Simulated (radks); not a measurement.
Q: Radial electron density D(r) = 4 pi r^2 rho(r) of an atom or ion with 51 electrons. All-electron calculation, scalar-relativistic Kohn-Sham, BLYP, spin-polarised, spherical densities, finite nucleus; Fermi nuclear charge, rms radius of each element as measured or else 0.836 A^(1/3) + 0.57 fm. Program: a radial shooting solver on a logarithmic mesh with Libxc functionals.

r (bohr)  D(r) (e/bohr)   spin D(r)
0.00296           11.73  -0.0000675
0.003916          17.76  -0.0000713
0.005223          26.29  -0.0000179
0.00691           36.85    0.000205
0.009217          49.14    0.000910
0.01219           60.35     0.00271
0.01627           67.76     0.00708
0.02152           68.27      0.0160
0.0287            63.17      0.0328
0.03798           59.96      0.0566
0.05025           67.01      0.0787
0.06702           82.68      0.0769
0.08868           88.78      0.0346
0.1183            75.16    -0.00871
0.1565            63.15      0.0433
0.2087            71.24       0.159
0.2762            71.19       0.113
0.3683            42.97    -0.00154
0.4874            24.51       0.225
0.65              27.85       0.383
0.8601            23.89      0.0206
1.147             11.84       0.242
1.518             5.666        1.35
2.008             3.476        1.84
2.679             1.558        1.08
3.544            0.3714       0.297
4.727           0.03584      0.0317
6.254          0.001281     0.00121

What is the nuclear charge?

A: Z = 53. The innermost maximum, from 1s, lies near gamma/Z bohr with gamma = sqrt(1 - (Z/c)^2) = 0.922, here 0.0174 bohr (found: 0.0191), and its height grows with Z. The density is that of the iodine ion I2+ in [Kr] 4d10 5s2 5p(up 3, down 0); the configuration itself is not fixed sharply by these data, and Z only to a few units. D(r) has 4 maxima, at r = 0.0191, 0.0845, 0.243, 0.699 bohr, and minima at 0.0371, 0.159, 0.511 bohr, inside which lie 1.98, 11.15, 29.00 electrons.
